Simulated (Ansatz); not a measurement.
Relaxation of the cluster Sn₃O₄ with RKS r2SCAN-D4/def2-SVP.

```sh
$ ansatz run in.yaml --threads 4 --pin off --events-out ev --progress --plain --max-ram 4787MiB
```

```yaml
crystal:
  periodic: [false, false, false]
  atoms:
    - {symbol: Sn, position_ang: [-0.125500, 2.350280, 0.791900]}
    - {symbol: Sn, position_ang: [0.335670, -0.148010, -2.020570]}
    - {symbol: Sn, position_ang: [-0.254360, -1.366740, 1.509390]}
    - {symbol: O, position_ang: [-0.642220, -1.504180, -0.627620]}
    - {symbol: O, position_ang: [-0.296460, 0.611160, 1.757200]}
    - {symbol: O, position_ang: [0.186800, 1.570320, -1.020970]}
    - {symbol: O, position_ang: [0.796070, -1.512820, -0.389330]}
basis:
  gaussian: {orbitals: def2-SVP}
hamiltonian: {xc: r2scan, dispersion: d4}
scf: {lower_state_search: "off"}
output: {orbitals: {seedname: orbitals}}
relax: {f_tol: 0.02, max_steps: 100}
```

It took 11 s on 4 threads of Arm Neoverse V2 on a shared host.

Positions (Å) and forces (eV/Å) at steps 1, 2, 3, 4, 5 of 5:

```xyz
7
step=1 energy=-25680.4314 eV
Sn   -0.126    2.350    0.792    0.009   -0.076   -0.047
Sn    0.336   -0.148   -2.021    0.108    0.461   -0.627
Sn   -0.254   -1.367    1.509   -0.137   -0.029    0.784
O    -0.642   -1.504   -0.628   -2.061   -0.178   -0.403
O    -0.296    0.611    1.757   -0.006   -0.010    0.045
O     0.187    1.570   -1.021    0.001    0.031   -0.021
O     0.796   -1.513   -0.389    2.085   -0.199    0.270
7
step=2 energy=-25680.5141 eV
Sn   -0.123    2.313    0.779    0.001    0.014    0.002
Sn    0.344   -0.132   -2.069   -0.019   -0.035    0.125
Sn   -0.264   -1.386    1.558    0.015    0.056   -0.117
O    -0.661   -1.477   -0.621   -0.957    0.006   -0.157
O    -0.300    0.594    1.782   -0.002   -0.034    0.026
O     0.191    1.574   -1.051    0.003   -0.003   -0.035
O     0.812   -1.485   -0.377    0.959   -0.003    0.156
7
step=3 energy=-25680.5378 eV
Sn   -0.123    2.318    0.780   -0.001    0.029    0.010
Sn    0.342   -0.135   -2.055    0.002   -0.053   -0.004
Sn   -0.262   -1.379    1.545    0.002   -0.041   -0.027
O    -0.680   -1.486   -0.627   -0.148    0.034   -0.013
O    -0.300    0.598    1.784    0.003    0.002   -0.012
O     0.190    1.578   -1.050   -0.005   -0.003    0.012
O     0.833   -1.494   -0.377    0.146    0.032    0.034
7
step=4 energy=-25680.5388 eV
Sn   -0.121    2.309    0.778    0.000    0.005    0.002
Sn    0.344   -0.141   -2.058    0.008    0.010   -0.042
Sn   -0.264   -1.386    1.543   -0.007   -0.018    0.039
O    -0.685   -1.469   -0.623   -0.012   -0.021   -0.010
O    -0.298    0.590    1.785    0.002    0.028   -0.007
O     0.188    1.573   -1.056   -0.005    0.018    0.022
O     0.837   -1.476   -0.369    0.014   -0.021   -0.004
7
step=5 energy=-25680.5391 eV
Sn   -0.119    2.314    0.780    0.000   -0.006   -0.001
Sn    0.346   -0.140   -2.057   -0.002    0.003    0.003
Sn   -0.266   -1.384    1.544    0.000    0.006   -0.001
O    -0.684   -1.476   -0.626    0.002    0.000   -0.001
O    -0.296    0.594    1.784    0.000   -0.001   -0.002
O     0.183    1.574   -1.053    0.001   -0.001    0.001
O     0.837   -1.482   -0.370   -0.001   -0.001    0.000
```

In the def2 sets Sn takes a core potential; there is no spin–orbit coupling. The structure holds one bond between oxygen atoms, so isomers without such links may lie far lower. The restricted singlet is unstable towards broken spin symmetry in Hartree–Fock (as tested in another run); at r2SCAN-D4/def2-SVP this wasn't settled. The structure comes from a short search, and lower isomers may exist.
